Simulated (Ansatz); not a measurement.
One change: `CC(C)(C)CO` becomes `CC(C)(C)O[Si]O`.

Ansatz, PBE0-D4/def2-TZVP geometries, multiplicity 1. Each molecule was computed in one conformer, which needn't be the lowest.

```tsv
property	`CC(C)(C)CO`
HOMO–LUMO gap (B3LYP/def2-TZVPP) / eV	7.99
HOMO energy (PBE/def2-TZVPP) / eV	-6.12
HOMO–LUMO gap (ωB97M-V/def2-TZVPP) / eV	12.40
LUMO energy (ωB97M-V/def2-TZVPP) / eV	2.28
size of the dipole moment (PBE/def2-TZVPP) / D	1.48
LUMO energy (PBE0/def2-TZVPP) / eV	0.85
```

What does the change do to each property? (An estimate is asked.)

Ansatz gave: 
```json
{"property": "HOMO–LUMO gap (B3LYP/def2-TZVPP) / eV", "`CC(C)(C)O[Si]O`": "5.45", "shift": "-2.54"}
{"property": "HOMO energy (PBE/def2-TZVPP) / eV", "`CC(C)(C)O[Si]O`": "-5.61", "shift": "0.51"}
{"property": "HOMO–LUMO gap (ωB97M-V/def2-TZVPP) / eV", "`CC(C)(C)O[Si]O`": "9.94", "shift": "-2.46"}
{"property": "LUMO energy (ωB97M-V/def2-TZVPP) / eV", "`CC(C)(C)O[Si]O`": "1.01", "shift": "-1.27"}
{"property": "size of the dipole moment (PBE/def2-TZVPP) / D", "`CC(C)(C)O[Si]O`": "2.66", "shift": "1.18"}
{"property": "LUMO energy (PBE0/def2-TZVPP) / eV", "`CC(C)(C)O[Si]O`": "-0.93", "shift": "-1.78"}
```

With PBE0 the HOMO rises by 0.95 eV and the LUMO falls by 1.78 eV, so the gap narrows by about 2.73 eV. PBE moves the HOMO by 0.51 eV and ωB97M-V by 1.18 eV. Dipoles are sizes alone; their direction can turn.

B3LYP here is the variant with VWN-RPA as its local correlation; programs differ in this.
